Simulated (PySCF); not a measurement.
# Vibration and rotation of BI⁺

UHF-CCSD(T) constants of BI⁺, ²Σ⁺ (doublet), unpaired electrons σ ↑ (B def2-SVPD, I def2-SVPD with ECP28; scalar-relativistic core potentials (PySCF 2.14); masses 11.0093 and 126.9045 u):

```
ωe              : 800.3 cm⁻¹
ωexe            : 4.83 cm⁻¹
Be              : 0.4274 cm⁻¹
αe              : 0.00302 cm⁻¹
D (centrifugal) : 4.88e-07 cm⁻¹
De to B⁺ + I    : 2.61 eV
```

(1) Give the vibrational terms G(v) and spacings up to v = 6.

(2) How well does the Morse estimate ωe²/(4ωexe) reproduce De, and what is D0?

Correlated steps freeze 5 core orbitals. Correlated levels converge slowly with the basis: in double zeta they bind strong bonds too weakly, by up to about 1 eV, and carry superposition errors of some tenths. Spin–orbit coupling is left out, which matters for elements this heavy, above all for dissociation energies. For an ion De counts to the pair picked by the measured ionisation energies or electron affinities, which need not be the lowest pair at this level. The state was picked by a PBE0 search and need not be the measured ground state.

Results:

(1) G(v) = ωe(v+½) − ωexe(v+½)².

```json
{"v": "0", "G(v) (cm⁻¹)": "399", "G(v) − G(v−1)": "", "Bv (cm⁻¹)": "0.4259"}
{"v": "1", "G(v) (cm⁻¹)": "1190", "G(v) − G(v−1)": "791", "Bv (cm⁻¹)": "0.4229"}
{"v": "2", "G(v) (cm⁻¹)": "1971", "G(v) − G(v−1)": "781", "Bv (cm⁻¹)": "0.4199"}
{"v": "3", "G(v) (cm⁻¹)": "2742", "G(v) − G(v−1)": "771", "Bv (cm⁻¹)": "0.4168"}
{"v": "4", "G(v) (cm⁻¹)": "3504", "G(v) − G(v−1)": "762", "Bv (cm⁻¹)": "0.4138"}
{"v": "5", "G(v) (cm⁻¹)": "4256", "G(v) − G(v−1)": "752", "Bv (cm⁻¹)": "0.4108"}
{"v": "6", "G(v) (cm⁻¹)": "4998", "G(v) − G(v−1)": "742", "Bv (cm⁻¹)": "0.4078"}
```

(2) It gives 4.11 eV, 157 % of the computed De. D0 = De − G(0) = 2.61 − 0.05 = 2.56 eV.
